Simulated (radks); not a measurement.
Valence configurations of the palladium ion Pd3+ (all share [Kr]). All-electron calculation, scalar-relativistic Kohn-Sham, PBE, spin-polarised, spherical densities, finite nucleus; open shells are filled with parallel spins first (spin-orbit coupling, left out, can overturn this in heavy ions); Fermi nuclear charge, rms radius 4.5318 fm. Program: a radial shooting solver on a logarithmic mesh with Libxc functionals. Energies are relative to 4d7; eigenvalues in eV for spin up.

| valence | E (eV) | moment (Bohr magnetons) | e(4d) | e(5p) | e(5s) |
|---|---|---|---|---|---|
| 4d7 | 0.000 | 3 | -42.690 | - | - |
| 4d6 5s1 | 9.637 | 5 | -47.387 | - | -33.489 |
| 4d6 5p1 | 17.623 | 5 | -48.461 | -26.140 | - |
| 4d5.5 5p1.5 | 27.180 | 6 | -51.334 | -27.333 | - |
| 4d5 5p2 | 37.238 | 7 | -54.200 | -28.466 | - |
| 4d4.5 5p2.5 | 50.486 | 7 | -56.797 | -29.531 | - |
| 4d4 5s1 5p2 | 55.563 | 7 | -58.403 | -30.024 | -38.951 |
| 4d3.5 5s1 5p2.5 | 70.143 | 7 | -60.985 | -31.038 | -40.185 |
| 4d2.5 5s2 5p2.5 | 95.914 | 5 | -65.156 | -32.111 | -41.571 |
| 4d3 5p4 | 98.165 | 5 | -64.568 | -32.100 | - |

NIST lists [Kr] 4d7 as the ground configuration; this level of theory agrees among the configurations tried. The energies are those of spherical high-spin densities, not of single terms.
